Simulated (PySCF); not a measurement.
Spin-rotation constants: `CSc1n[nH]nc1C`, C$_{4}$H$_{7}$N$_{3}$S

Geometry (Å), atoms numbered from 1 in this order:
```xyz
15

C     2.776    0.318    0.171
S     1.489   -0.806   -0.434
C     0.083    0.089    0.055
N     0.127    1.256    0.684
N    -1.144    1.572    0.862
N    -2.008    0.696    0.394
C    -1.276   -0.271   -0.131
C    -1.825   -1.482   -0.781
H     2.667    1.279   -0.322
H     2.670    0.433    1.244
H     3.730   -0.137   -0.077
H    -1.427    2.422    1.321
H    -2.910   -1.451   -0.753
H    -1.471   -2.374   -0.267
H    -1.487   -1.536   -1.815
```

Level of theory: PySCF 2.14.0, GIAO wB97X-D/pcSseg-1 magnetisability, rotational g tensor and spin-rotation constants, non-relativistic, gas phase. Geometry: GFN2-xTB.

Problem. Give the nuclear spin-rotation constants along the inertial axes (H = +C I·J) beside the isotropic shieldings.

Solution. Rotational constants 3.0326, 1.4504, 0.9933 GHz. A star marks the isotopologue with that one atom substituted, in its own axes.
| atom | isotope | Caa (kHz) | Cbb (kHz) | Ccc (kHz) | mean (kHz) | σ (ppm) |
| --- | --- | --- | --- | --- | --- | --- |
| N4 | 14N | 0.754 | 0.333 | 0.061 | 0.383 | -83.2 |
| N5 | 14N | 0.403 | 0.267 | 0.093 | 0.255 | 12.7 |
| N6 | 14N | 0.613 | 0.418 | 0.066 | 0.366 | -96.8 |
| H9 | 1H | -0.274 | -0.100 | -0.017 | -0.130 | 29.0 |
| H10 | 1H | -0.273 | -0.100 | -0.017 | -0.130 | 29.0 |
| H11 | 1H | 0.051 | -0.138 | -0.113 | -0.067 | 29.7 |
| H12 | 1H | -0.223 | 0.131 | -0.094 | -0.062 | 21.4 |
| H13 | 1H | 0.086 | -0.141 | -0.106 | -0.054 | 29.1 |
| H14 | 1H | -0.277 | -0.100 | -0.024 | -0.134 | 29.6 |
| H15 | 1H | -0.280 | -0.100 | -0.023 | -0.134 | 29.6 |
| C1 | 13C* | 0.447 | 0.189 | 0.146 | 0.261 | 167.9 |
| S2 | 33S* | 0.381 | 0.469 | 0.253 | 0.367 | 546.8 |
| C3 | 13C* | 1.416 | 0.549 | 0.192 | 0.719 | 34.7 |
| C7 | 13C* | 1.127 | 0.661 | 0.176 | 0.655 | 41.7 |
| C8 | 13C* | 0.419 | 0.187 | 0.126 | 0.244 | 174.8 |

For the geometry as given, no vibrational averaging.

Problem. How do the rotational constants and the g tensor change when H9, H10, H11, H12, H13, H14, H15 are replaced by deuterium?

Solution. Constants 2.5907, 1.2898, 0.8800 GHz; g -0.0291, -0.0176, 0.0076, against -0.0349, -0.0195, 0.0086 before.
